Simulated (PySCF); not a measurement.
C3H8BFO.
Numbering: `[BH2:1][O:2][C:3]([CH3:4])([CH3:5])[F:6]` (hydrogens: H7, H8 on B1; H9, H10, H11 on C4; H12, H13, H14 on C5)

Geometry (PBE0-D3(BJ)/def2-SVP, Å), atoms numbered from 1 in this order:
```xyz
14
C3H8BFO angstrom
B      1.8619   -0.3814   -0.4057
O      1.2309   -0.1594    0.7578
C     -0.1482    0.0809    0.9176
C     -0.5425    1.3870    0.2641
C     -0.9582   -1.1193    0.4809
F     -0.3130    0.2257    2.2692
H      1.2564   -0.3900   -1.4576
H      3.0526   -0.5718   -0.3458
H      0.0769    2.1946    0.6784
H     -1.5981    1.6074    0.4722
H     -0.3947    1.3390   -0.8235
H     -0.8460   -1.2928   -0.5980
H     -0.6106   -2.0060    1.0288
H     -2.0206   -0.9562    0.7066
```

The calculation used core-valence-separated Tamm–Dancoff BHandHLYP/aug-pcX-1 (pcseg-1 on H) in PySCF, non-relativistic, gas phase, PBE0-D3(BJ)/def2-SVP geometry. The energies are unshifted.

The lowest roots of each edge with f over 0.003 (five at most, numbered afresh; weaker and dark ones are left out), with transition dipoles (au) in the frame of the coordinates:

| root | edge | E (eV) | f | μx | μy | μz |
| --- | --- | --- | --- | --- | --- | --- |
| 1 | C | 285.54 | 0.0136 | 0.0091 | -0.0344 | 0.0262 |
| 2 | C | 285.55 | 0.0131 | 0.0226 | 0.0287 | 0.0231 |
| 3 | C | 286.03 | 0.0091 | -0.0291 | 0.0019 | 0.0211 |
| 4 | C | 286.03 | 0.0131 | -0.0343 | 0.0132 | 0.0230 |
| 5 | C | 286.42 | 0.0287 | -0.0042 | 0.0356 | -0.0529 |
| 6 | O | 531.53 | 0.0248 | 0.0070 | 0.0428 | -0.0044 |
| 7 | O | 534.95 | 0.0289 | 0.0454 | -0.0064 | 0.0101 |
| 8 | O | 535.76 | 0.0059 | 0.0209 | -0.0037 | -0.0018 |
| 9 | F | 686.19 | 0.0342 | 0.0009 | -0.0041 | -0.0449 |
| 10 | F | 686.63 | 0.0056 | -0.0038 | 0.0022 | 0.0176 |
| 11 | F | 688.25 | 0.0042 | 0.0119 | -0.0030 | -0.0099 |

Problem. Molecules are fixed in this frame and the field points along y. What effective strengths 3 f cos²θ do the roots have (θ between field and μ)?

Solution. root 1 (C4/C5): 0.025, root 2 (C4/C5): 0.017, root 3 (C4/C5): 0.000, root 4 (C4/C5): 0.004, root 5 (C4/C5): 0.027, root 6 (O2): 0.072, root 7 (O2): 0.002, root 8 (O2): 0.001, root 9 (F6): 0.001, root 10 (F6): 0.000, root 11 (F6): 0.000. Root 6 is the strongest. Averaged over all orientations cos²θ is 1/3, which gives f back.

One conformer stands for the species.
